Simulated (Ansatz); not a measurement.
**SiNH3ClO: which of these isomers lies lowest?**

2 of its isomers, all doublets with charge 0: A = `N[Si](O)Cl`; B = `[NH][SiH](O)Cl`.

Shapes, held fixed at every level: PBE0-D4/def2-TZVP. Flexible molecules stand in one conformer, not always the lowest. Programs: Ansatz 0.2.0.

Electronic energies in kJ/mol, without zero-point or thermal terms.

| level | kind | B − A |
| --- | --- | --- |
| r2SCAN-D4/def2-TZVPP | meta-GGA | +89.6 |
| B3LYP-D4/def2-TZVPP | global hybrid | +86.2 |
| BHLYP-D4/def2-TZVPP | global hybrid | +71.2 |
| r2SCAN0-D4/def2-TZVPP | global hybrid | +84.9 |
| B2PLYP/def2-TZVPP | double hybrid | +87.7 |
| CCSD(T)/def2-SVP | coupled cluster or CI | +77.8 |
| CCSD/def2-SVP | coupled cluster or CI | +74.6 |
| CCSD(T)/CBS estimate | coupled cluster or CI | +88.5 |

The highest level, CCSD(T)/CBS estimate, puts A lowest of these. All levels agree on that. The B − A difference spans +71.2 to +89.6 kJ/mol over the levels. Open shells run unrestricted unless RO is named. The CBS estimate extrapolates MP2 from def2-TZVPP and def2-QZVPP and adds CCSD(T) − MP2 in the triple-zeta set, cores frozen.
